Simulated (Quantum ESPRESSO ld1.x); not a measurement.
Task: Species: Lu4+. Configuration: [Xe] 4f13. All-electron calculation, Dirac Kohn-Sham, relativistic LDA (MacDonald-Vosko exchange, VWN5 correlation), spin-unpolarised, spherical densities, point nucleus; open shells are shared between the two j in proportion to 2j + 1. Program: ld1.x of Quantum ESPRESSO 7.5. Some entries of the table are withheld. Estimate them.

orbital     occ.  eigenvalue (Ry)  r(max) (bohr)
1s1/2          2         -4614.54            (1)
2s1/2          2         -789.038          0.070
2p1/2          2         -753.939          0.052
2p3/2          4         -672.809          0.059
3s1/2          2         -181.707          0.197
3p1/2          2         -166.060            (2)
3p3/2          4         -148.742            (3)
3d3/2          4         -122.015          0.155
3d5/2          6         -118.214          0.159
4s1/2          2         -39.0169          0.446
4p1/2          2              (4)          0.446
4p3/2          4              (5)          0.476
4d3/2          4         -18.0938          0.476
4d5/2          6         -17.3630          0.483
5s1/2          2         -7.75475           1.03
5p1/2          2         -5.90417            (6)
5p3/2          4         -5.33684            (7)
4f5/2    5.57143         -4.33276          0.461
4f7/2    7.42857         -4.21399          0.468
5d3/2          0         -2.89311           1.52
5d5/2          0         -2.83431           1.55
6s1/2          0         -2.54599           2.43

Result: 
(1) 1s1/2 r(max) (bohr): 0.012
(2) 3p1/2 r(max) (bohr): 0.185
(3) 3p3/2 r(max) (bohr): 0.197
(4) 4p1/2 eigenvalue (Ry): -32.6254
(5) 4p3/2 eigenvalue (Ry): -28.6548
(6) 5p1/2 r(max) (bohr): 1.11
(7) 5p3/2 r(max) (bohr): 1.19
